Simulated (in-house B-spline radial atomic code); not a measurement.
**Hg⁸⁺: [Xe] 4f13 5d4 9s1 (an excited or competing configuration)**

All numbers are computed (Dirac-Hartree-Fock, average of configuration; Fermi nucleus of rms radius 5.4648 fm) with a B-spline radial code for spherical atoms, not measured.

Effective charges: Z_r = [3n² - l(l+1)]/(2<r>) from the radius, Z_e = n√(-2ε) from the energy, and Slater's rules. Values are occupation-weighted means over j. An effective charge above Z reflects the relativistic contraction of the inner shells.

| shell | electrons | ε (eV) | <r> (bohr) | Z_r | Z_e | Slater |
| --- | --- | --- | --- | --- | --- | --- |
| 1s | 2 | -83818 | 0.01659 | 90.41 | 78.49 | 79.70 |
| 2s | 2 | -15138 | 0.06922 | 86.68 | 66.71 | 75.85 |
| 2p | 6 | -13201 | 0.06276 | 79.67 | 62.30 | 75.85 |
| 3s | 2 | -3788 | 0.1798 | 75.10 | 50.06 | 68.75 |
| 3p | 6 | -3211 | 0.1808 | 69.12 | 46.09 | 68.75 |
| 3d | 10 | -2543.5 | 0.1651 | 63.60 | 41.02 | 58.85 |
| 4s | 2 | -995.64 | 0.3978 | 60.33 | 34.22 | 52.25 |
| 4p | 6 | -800.25 | 0.4213 | 54.59 | 30.68 | 52.25 |
| 4d | 10 | -549.78 | 0.4452 | 47.17 | 25.43 | 40.85 |
| 5s | 2 | -284.13 | 0.8761 | 42.80 | 22.85 | 23.20 |
| 4f | 13 | -279.18 | 0.4679 | 38.47 | 18.12 | 29.80 |
| 5p | 6 | -223.22 | 0.9707 | 37.60 | 20.25 | 23.20 |
| 5d | 4 | -149.95 | 1.158 | 29.79 | 16.60 | 11.95 |
| 9s | 1 | -27.747 | 6.658 | 18.25 | 12.85 | 9.00 |

The least bound orbital is 9s1/2 at -27.75 eV, and it is also the most diffuse (<r> = 6.658 bohr). The part-filled 4f shell lies below the filled 5p shell in orbital energy.

Spin-orbit splittings of the orbital energies (j = l + 1/2 above j = l - 1/2 when positive): 2p 1951 eV, 3p 438 eV, 3d 92.92 eV, 4p 107.9 eV, 4d 20.46 eV, 4f 4.476 eV, 5p 21.93 eV, 5d 3.059 eV.

For the 1s electron the small component carries 9.25 % of the norm, the zero-frequency Breit interaction raises the level by 316 eV, self-energy by 203 eV, and vacuum polarisation lowers it by 42.02 eV.
